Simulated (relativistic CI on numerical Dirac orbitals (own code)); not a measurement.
d1 to d9 in one tetrahedral field

Computed with a parametric ligand-field model without spin-orbit coupling, by exact diagonalisation: B = 810, C = 3510, 10Dq = -5700 cm⁻¹ (Td; |10Dq|/B = 7.0) for every shell. Energies in cm⁻¹; the field energy is (0.6 n_e − 0.4 n_t2) × 10Dq of the ground term; g labels are left out.

| Shell | Ground term | Electrons in e | Field energy | First spin-allowed bands | Lowest term of other spin |
| --- | --- | --- | --- | --- | --- |
| d1 | 2E | 1.000 | -3420 | 2T2 5700 |  |
| d2 | 3A2 | 2.000 | -6840 | 3T2 5700, 3T1 9700 | 1E 12886 |
| d3 | 4T1 | 1.900 | -3992 | 4T2 4887, 4A2 10587 | 2E 10619 |
| d4 | 5T2 | 2.000 | -2280 | 5E 5700 | 3T1 13555 |
| d5 | 6A1 | 2.000 | 0 | none | 4T1 22126 |
| d6 | 5E | 3.000 | -3420 | 5T2 5700 | 3T1 14068 |
| d7 | 4A2 | 4.000 | -6840 | 4T2 5700, 4T1 9700 | 2E 15730 |
| d8 | 3T1 | 3.900 | -3992 | 3T2 4887, 3A2 10587 | 1T2 12220 |
| d9 | 2T2 | 4.000 | -2280 | 2E 5700 |  |

Every shell keeps the spin of the free ion. Tetrahedral fields of 3d complexes are almost always too weak to pair spins. High-spin d^(n+5) repeats the spin-allowed bands of d^n, since the half-filled shell is spherical.
